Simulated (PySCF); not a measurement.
Be(Et)(SiH3) (C2H8BeSi), SMILES C[CH2][Be][SiH3]. Atoms are numbered in the order given.

```xyz
12

Be     0.2431    -0.2057    -0.0119
C     -0.1913    -1.2005    -1.3025
C     -1.5217    -0.8975    -2.0254
H     -0.1991    -2.2549    -0.9315
H      0.6474    -1.1850    -2.0412
H     -1.5330     0.1235    -2.4611
H     -2.3905    -0.9603    -1.3372
H     -1.7219    -1.6040    -2.8592
Si     0.8260     1.0748     1.6656
H      0.3636     0.5323     2.9986
H      0.2512     2.4686     1.5539
H      2.3243     1.2434     1.7743
```

Coordinates come from a PBE-D3(BJ)/def2-SVP optimisation. The structure was generated by enumeration; whether it is a known compound was not checked. The values are those of a single conformer.

Method: PySCF with PBE-D3(BJ)/def2-SVP.

Frequencies are harmonic and unscaled.

A small imaginary wavenumber (i) marks a very flat motion, where grid noise or a shallow saddle decides the sign.

```tsv
mode	ν (cm⁻¹)	IR (km/mol)	moving atoms (share of kinetic energy)
1	18i	0.0	H 89 %, C 10 %
2	85	1.4	C 38 %, H 29 %, Be 22 %, Si 11 %
3	126	2.8	H 65 %, Be 31 %
4	236	6.7	H 70 %, Be 22 %
5	273	16.7	H 38 %, Be 29 %, C 21 %, Si 12 %
6	363	4.3	C 36 %, Si 31 %, H 28 %
7	424	7.9	H 82 %, Si 8 %
8	491	2.3	H 47 %, Be 37 %, Si 9 %
9	584	24.1	H 59 %, Be 20 %, C 18 %
10	829	167.9	H 91 %
11	883	0.1	H 92 %
12	903	15.1	H 89 %
13	906	30.4	H 97 %
14	913	24.3	Be 42 %, H 32 %, C 24 %
15	921	21.1	H 78 %, C 16 %
16	1022	47.8	C 51 %, H 32 %, Be 17 %
17	1192	1.9	H 77 %, C 23 %
18	1203	34.7	C 46 %, H 45 %, Be 9 %
19	1343	8.8	H 85 %, C 15 %
20	1356	3.4	H 90 %, C 10 %
21	1424	4.2	H 96 %
22	1435	5.6	H 97 %
23	2123	44.0	H 99 %
24	2130	86.3	H 96 %
25	2131	87.2	H 96 %
26	2919	16.6	H 95 %
27	2956	45.0	H 97 %
28	2960	8.6	H 91 %, C 9 %
29	3031	23.5	H 91 %, C 9 %
30	3044	24.0	H 91 %, C 9 %
```
